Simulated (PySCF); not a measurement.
Bonds (- single, = double, # triple, : aromatic): O1=C2 1.206 Å, C2-O3 1.341 Å, C2-C4 1.485 Å, C4:C5 1.399 Å, C5:C6 1.390 Å, C6:C7 1.396 Å, C7:C8 1.395 Å, C8:C9 1.392 Å, C9:C4 1.399 Å. O3 carries H10; C5 carries H11; C6 carries H12; C7 carries H13; C8 carries H14; C9 carries H15.

Geometry: PBE0-D3(BJ)/def2-SVP; GIAO shifts from PySCF 2.14.0 with density-fitted response routines, gas phase, non-relativistic, averaged over equivalent atoms.

At B97-2/pcSseg-1 (183 basis functions, 24 s wall time on 1 thread of an Arm Neoverse V1, shared host):
| atoms | δ (ppm) |
| --- | --- |
| O1 | 397.0 |
| O3 | 196.0 |
| C2 | 165.6 |
| C7 | 136.1 |
| C5/C9 | 134.0 |
| C6/C8 | 130.4 |
| C4 | 129.1 |
| H11/H15 | 8.30 |
| H13 | 7.59 |
| H12/H14 | 7.51 |
| H10 | 5.81 |

Scale: ¹⁷O (σref 331.62) against H2O; ¹³C (σref 183.69), ¹H (σref 31.38) vs TMS (reference shieldings calculated alike).

Problem. Estimate the result of repeating the calculation with PBE0/pcSseg-1.

Solution. 
```csv
atoms,δ at PBE0/pcSseg-1,change
O1,408.3,+11.3
O3,200.2,+4.2
C2,168.7,+3.1
C7,139.3,+3.2
C5/C9,137.0,+3.0
C6/C8,133.5,+3.1
C4,132.1,+3.0
H11/H15,8.37,+0.07
H13,7.67,+0.08
H12/H14,7.59,+0.08
H10,5.86,+0.05
```

References, each an isolated molecule treated in the same way: ¹⁷O (σref 334.56) against H2O; TMS for ¹³C (σref 184.41) and ¹H (σref 31.27).

The largest change is at O1 (carbonyl oxygen). Cost: 183 basis functions, 25 s wall time on 1 thread of an Arm Neoverse V1, shared host. The order of the carbon signals is the same at both levels.

Hydrogen bonding in solution deshields acid and N–H amide carbonyl carbons by as much as 10 ppm beyond these values. Unscaled 17O shifts of doubly bonded oxygen tend to come out too high, by tens of ppm or more. Experimental scales use liquid or dissolved standards, which lie at an offset from isolated H2O (liquid H2O: subtract about 36 ppm).
